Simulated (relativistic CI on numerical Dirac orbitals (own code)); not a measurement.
Computed by Dirac-Coulomb-Breit CI, orbitals from a KLI potential per configuration, model QED (radiative potential, 1s self-energy scaled to tabulated hydrogen-like ionisation energies), unscaled Slater integrals (own radial code, finite nucleus).

The strongest absorption lines from the ground level of an ion, among the configurations computed and to levels below about 5060 eV (vacuum wavelength in nm, gf): 0.33424 (0.11), 0.33858 (0.067), 0.42851 (0.00067), 0.46277 (0.24), 0.46787 (0.084), 0.48115 (0.24), 3.2313 (0.55), 9.3506 (0.053).

Task: Which ion is it?
A. Ho⁵⁵⁺
B. Ir⁶⁵⁺
C. Ho⁵⁷⁺
D. Ho⁵³⁺

Result: A. Ho⁵⁵⁺ has 12 electrons and the ground level 3s2 1S_0; the strongest line goes to 3s 3p 1P°_1. The pattern of lines fixes the number of electrons, and along that sequence the line energies rise steadily with the charge (about as its square where n changes within one kind of shell, about linearly where n is kept but much faster in heavy ions where fine structure, which grows about as Z⁴, sets the gap, and irregularly where shells cross), which fixes Z. Configurations outside the model, such as inner-shell arrays, can give stronger lines. At this charge energies of transitions that change n are usually good to better than 1 %, and those within a shell (Δn = 0) to a few per cent.

LS names give the leading component of a level, which can be under half, so a name can repeat, a term be missing and a line seem to break the LS rules.
